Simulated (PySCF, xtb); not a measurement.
In(Br)2(NH2) (Br₂H₂InN), SMILES [NH2][In]([Br])[Br]. Other conformers were not sampled.

Harmonic wavenumbers (cm⁻¹) from GFN2-xTB (xtb 6.7.1) at its own minimum, in rising order: 55, 78, 82, 173, 201, 261, 437, 625, 674, 1439, 3348, 3379.

**Question.** What does PBE-D3(BJ)/def2-SVP in PySCF give at its own minimum? (An estimate is asked for; the answer gives what the named calculation found.)

**Answer.** 61, 94, 96, 222, 229, 268, 478, 609, 801, 1467, 3414, 3523. Paired by order, the mean absolute difference is 45 cm⁻¹ and the zero-point energies are 15.4 and 16.1 kcal/mol.
